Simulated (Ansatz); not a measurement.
`BC[SiH2]S[SiH3]`. Total charge 0; spin multiplicity 1. Geometry: relaxed with PBE0-D4/def2-TZVP. It is one conformer, not always the lowest.

```xyz
14

B    -1.731   -0.228    0.350
C    -0.964    0.998    0.914
Si    0.713    0.232    1.259
S     0.887   -1.583    0.110
Si    1.139   -0.685   -1.816
H    -1.897   -0.364   -0.828
H    -2.198   -1.044    1.091
H    -1.336    1.353    1.880
H    -0.846    1.831    0.220
H     1.836    1.150    0.934
H     0.815   -0.219    2.668
H     0.414   -1.512   -2.810
H     0.589    0.695   -1.802
H     2.579   -0.625   -2.170
```

(1) What is the dipole moment at ωB97M-V/def2-TZVPP? (An estimate is asked.)

(2) And with PBE, r2SCAN, B3LYP? (Best estimate.)

(3) Give the Mulliken charges with ωB97M-V, r2SCAN, PBE in def2-TZVPP. (Estimate.)

Answers

(1) The calculation gave: 1.57 D, with components (0.30, 1.54, -0.04) D in this frame, pointing from negative to positive charge.

(2) The calculation gave: PBE 1.53 D, r2SCAN 1.58 D, B3LYP 1.55 D.

(3) Ansatz gave: 
```
atom  ωB97M-V  r2SCAN    PBE
  B1    -0.22   -0.02  -0.11
  C2    -0.36   -0.26  -0.24
 Si3     0.23    0.35   0.25
  S4    -0.26   -0.31  -0.24
 Si5     0.17    0.33   0.23
  H6     0.09    0.01   0.04
  H7     0.10    0.02   0.03
  H8     0.13    0.09   0.12
  H9     0.14    0.09   0.11
 H10     0.00   -0.06  -0.04
 H11     0.00   -0.06  -0.05
 H12     0.00   -0.05  -0.03
 H13    -0.01   -0.06  -0.03
 H14    -0.01   -0.06  -0.04
```

B3LYP here is the variant with VWN-RPA as its local correlation; programs differ in this.
